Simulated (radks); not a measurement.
The numbers below are computed, except where a source is named.
Coulomb parameter of the 3d shell of the chromium ion Cr2+ in the model configuration [Ar] 3d3 4p1, as a second difference U = [E(n + 0.5) + E(n - 0.5) - 2 E(n)] / (0.5)^2 with all orbitals relaxed. "Bare": the charge of the atom changes with n. "Screened": the 4p shell takes up the change at fixed total charge, which measures U(3d,3d) + U(4p,4p) - 2 U(3d,4p). Code: a radial shooting solver on a logarithmic mesh with Libxc functionals. Model: scalar-relativistic Kohn-Sham, PBE, spin-unpolarised, spherical densities, finite nucleus; Fermi nuclear charge, rms radius 3.6452 fm.

case              configuration  E - E(n) (eV)
start              [Ar] 3d3 4p1          0.000
bare +0.5        [Ar] 3d3.5 4p1        -12.857
bare -0.5        [Ar] 3d2.5 4p1         16.880
screened +0.5  [Ar] 3d3.5 4p0.5         -6.327
screened -0.5  [Ar] 3d2.5 4p1.5          7.554

U(bare) = 16.090 eV, U(screened by 4p) = 4.909 eV, against the Slater integral F0(3d,3d) = 22.216 eV with frozen orbitals.
